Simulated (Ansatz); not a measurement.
The cluster Cu4Te2. Charge 0, multiplicity 1. Geometry PBE-D4/def2-SVP.

```xyz
6

Cu   -0.7009    0.1523   -0.9666
Cu    0.3006    2.3089   -0.2604
Cu   -0.4224    0.7220    1.3329
Cu    1.5373    0.2990   -0.1546
Te   -1.5139   -1.4915    0.9022
Te    0.7993   -1.9908   -0.8535
```

In the def2 sets Te takes a core potential; there is no spin–orbit coupling. Another isomer (singlet) lies 0.91 eV lower at PBE0-D4/def2-TZVP; other spin states weren't run for this one.

(1) Estimate the orbital energies around the gap (eV) in Ansatz with LDA (SPW92)/def2-TZVP, PBE-D4/def2-TZVP, r2SCAN-D4/def2-TZVP, PBE0-D4/def2-TZVP.

Results:

(1) 
```csv
orbital,LDA (SPW92)/def2-TZVP,PBE-D4/def2-TZVP,r2SCAN-D4/def2-TZVP,PBE0-D4/def2-TZVP
HOMO−9,-6.53,-6.24,-6.39,-8.04
HOMO−8,-6.42,-6.13,-6.28,-8.02
HOMO−7,-6.41,-6.11,-6.25,-7.96
HOMO−6,-6.23,-5.93,-6.06,-7.75
HOMO−5,-6.20,-5.91,-6.04,-7.67
HOMO−4,-6.15,-5.86,-5.98,-7.27
HOMO−3,-5.89,-5.61,-5.71,-6.90
HOMO−2,-5.58,-5.32,-5.40,-6.19
HOMO−1,-5.50,-5.23,-5.31,-6.14
HOMO,-4.90,-4.67,-4.78,-5.49
LUMO,-3.59,-3.34,-3.22,-2.54
LUMO+1,-3.49,-3.22,-3.09,-2.40
LUMO+2,-2.90,-2.66,-2.53,-1.88
LUMO+3,-2.63,-2.39,-2.18,-1.59
LUMO+4,-1.76,-1.55,-1.26,-0.74
LUMO+5,-0.78,-0.54,-0.28,0.35
```
